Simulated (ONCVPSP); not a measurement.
**PBE ONCV dataset for tin (Sn), scalar-relativistic all-electron reference.**

ONCVPSP 4.0.1 input, shortened (lines: element, Z, core and valence counts, functional; n l f; lmax; l rc ep ncon nbas qcut; lloc lpopt rc5 dvloc0; l nproj debl; icmod fcfact rcfact), PBE, scalar-relativistic:

```
  Sn 50.00    7    3        4      upf
    1    0    2.00
    2    0    2.00
    2    1    6.00
    3    0    2.00
    3    1    6.00
    3    2   10.00
    4    0    2.00
    4    1    6.00
    4    2   10.00
    5    0    2.00
    3
    0    2.00    0.00    4    9    3.30
    1    1.00    0.00    4    8    8.60
    2    1.40    0.00    5    9   11.80
    3    1.65    0.10    4    7    6.90
    4    5    0.75    0.00
    0    2    1.10
    1    2    2.60
    2    2    0.50
    3    2    3.60
    3    6.00    1.20
```

In the p channel the program set the typed energies aside and used -3.938, 0.250 Ha. In the d channel the program set the typed energies aside and used -1.588, 0.250 Ha.

All-electron outer shells of the reference configuration (PBE, scalar-relativistic, ld1.x):

```
shell  level (eV)  outermost node (bohr)  outermost maximum (bohr)
   4s     -151.39                   0.40                      0.74
   4p     -107.15                   0.41                      0.79
   4d      -43.21                   0.39                      0.88
   5s      -26.09                   0.98                      1.94
```

Problem. Does the generator finish with these settings?

Solution. Yes, a potential is produced and its reference levels are reproduced.

Problem. Estimate the cutoffs (Ha) at which the residual kinetic energy of the hardest occupied pseudo-wave falls to 1 and 0.1 mHa per electron.

Solution. 128 Ha and 205 Ha.

Problem. What does a ghost test show?

Solution. Ghosts flagged at negative energy: s at -519.5 eV; GHOST(+) flagged for s at 25.7 eV. A true bound ghost makes a file unfit for plane-wave use.

Problem. Which valence shell sets the plane-wave cutoff?

Solution. 4p: 128 Ha for 1 mHa per electron, against 44 Ha for 4d.

Problem. Tests: 4p6 4d10 5s2 5p2; 4p6 4d10 5s2 5p1; 4p6 4d10 5s1; 4p5 4d10 5s2 5p2. Which has the largest error in its energy relative to the reference configuration, and how large is it?

Solution. 4p5 4d10 5s2 5p2, with -78 meV (all-electron minus pseudo) on +76.69 eV.
